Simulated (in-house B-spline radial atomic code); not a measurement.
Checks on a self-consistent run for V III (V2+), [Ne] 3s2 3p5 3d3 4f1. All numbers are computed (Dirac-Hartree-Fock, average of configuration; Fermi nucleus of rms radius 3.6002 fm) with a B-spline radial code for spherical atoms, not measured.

```json
{"orbital": "1s1/2", "q": "2", "ε (Eh)": "-204.23147", "<1/r>": "22.8486", "<r²>": "0.00592593", "small-component weight": "0.006807"}
{"orbital": "2s1/2", "q": "2", "ε (Eh)": "-25.36837", "<1/r>": "4.85033", "<r²>": "0.110363", "small-component weight": "0.0012203"}
{"orbital": "2p1/2", "q": "2", "ε (Eh)": "-21.45318", "<1/r>": "4.75449", "<r²>": "0.0907211", "small-component weight": "0.0011838"}
{"orbital": "2p3/2", "q": "4", "ε (Eh)": "-21.18642", "<1/r>": "4.69013", "<r²>": "0.0923933", "small-component weight": "0.0011709"}
{"orbital": "3s1/2", "q": "2", "ε (Eh)": "-4.26887", "<1/r>": "1.49268", "<r²>": "1.00528", "small-component weight": "0.00025103"}
{"orbital": "3p1/2", "q": "1.6667", "ε (Eh)": "-3.14914", "<1/r>": "1.37978", "<r²>": "1.13868", "small-component weight": "0.00022247"}
{"orbital": "3p3/2", "q": "3.3333", "ε (Eh)": "-3.11553", "<1/r>": "1.36708", "<r²>": "1.15458", "small-component weight": "0.0002201"}
{"orbital": "3d3/2", "q": "1.2", "ε (Eh)": "-1.50793", "<1/r>": "1.09723", "<r²>": "1.65727", "small-component weight": "0.00014916"}
{"orbital": "3d5/2", "q": "1.8", "ε (Eh)": "-1.50522", "<1/r>": "1.09465", "<r²>": "1.66386", "small-component weight": "0.00014866"}
{"orbital": "4f5/2", "q": "0.42857", "ε (Eh)": "-0.28310", "<1/r>": "0.191378", "<r²>": "38.9567", "small-component weight": "7.8116e-06"}
{"orbital": "4f7/2", "q": "0.57143", "ε (Eh)": "-0.28311", "<1/r>": "0.191386", "<r²>": "38.9543", "small-component weight": "7.8126e-06"}
```

Electron-electron repulsion V_ee = 329.3900 hartree.

(1) What total energy follows from the eigenvalues?

(2) Does the Dirac virial theorem hold?

(3) What diamagnetic shielding (Lamb formula) and susceptibility (Langevin formula) do the radii give?

Answers

(1) The eigenvalues count the repulsion twice, so E = Σqε - V_ee = -615.825 - 329.390 = -945.215 hartree; the run printed -945.215.

(2) For a point nucleus E = -2c²Σq·w, with w the small-component weight. Here Σq·w = 0.025167 and c = 137.0360, so the ratio E/(-2c²Σq·w) is 1.000005; the finite nucleus accounts for the departure from 1.

(3) σ = (α²/3)Σq<1/r> = 96.9876/(3·137.036²) = 1721.6 ppm, and χ = -0.79199×10⁻⁶·Σq<r²> = -41.56×10⁻⁶ cm³/mol with Σq<r²> = 52.48 bohr². Both are non-relativistic formulas without the paramagnetism of open shells.
